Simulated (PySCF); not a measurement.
Ti(OH)3 (H3O3Ti), SMILES [OH][Ti]([OH])[OH] (connectivity only; charge and spin as stated), neutral, multiplicity 2. Atoms are numbered in the order given.

```xyz
7

Ti     0.0000     0.0000     0.0000
O      1.0658     1.4445     0.0000
H      1.1550     2.4039     0.0000
O     -1.7839     0.2008     0.0000
H     -2.6594    -0.2017     0.0000
O      0.7180    -1.6453     0.0000
H      1.5044    -2.2022     0.0000
```
Charge 0, spin multiplicity 2.

The structure is a stationary point at TPSSh-D3(BJ)/def2-SVP. The multiplicity is an assumed one; other spin states were not compared. The isomer is the one that the SMILES or the coordinates give; other isomers of the formula were not compared. One conformer was computed; it need not be the lowest.

Computed with PBE0/def2-TZVPD in PySCF.

Mulliken values depend strongly on the basis, most of all with diffuse functions as here. ESP charges are fitted to the potential on shells at 1.4 to 2.0 van der Waals radii. Atomic charges (e):

```csv
atom,meta-Löwdin,Mulliken,ESP fit,Mulliken spin
Ti1,1.29,1.75,1.05,1.02
O2,-0.79,-0.85,-0.80,-0.01
H3,0.36,0.26,0.45,0.00
O4,-0.79,-0.85,-0.80,-0.01
H5,0.36,0.26,0.45,0.00
O6,-0.79,-0.85,-0.81,-0.01
H7,0.36,0.26,0.45,0.00
```
